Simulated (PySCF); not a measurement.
A structure optimised at PBE-D3(BJ)/def2-SVP, used in a PySCF frequency run:

```xyz
7

Ti     0.1908    -0.0303     0.0000
Cl    -0.4986    -0.9909    -1.8456
Cl    -0.4986    -0.9909     1.8456
Cl    -0.3938     2.0934     0.0000
N      2.0322    -0.1374     0.0000
H      2.6118    -0.1347    -0.8478
H      2.6118    -0.1347     0.8478
```
Charge 0, spin multiplicity 1.

Question: Write its SMILES, formula and point group.

Answer: [NH2][Ti]([Cl])([Cl])[Cl], Cl3H2NTi, Cs

Question: What are its rotational constants (standard atomic weights)?

Answer: 1.5718, 1.4900, 1.0792 GHz
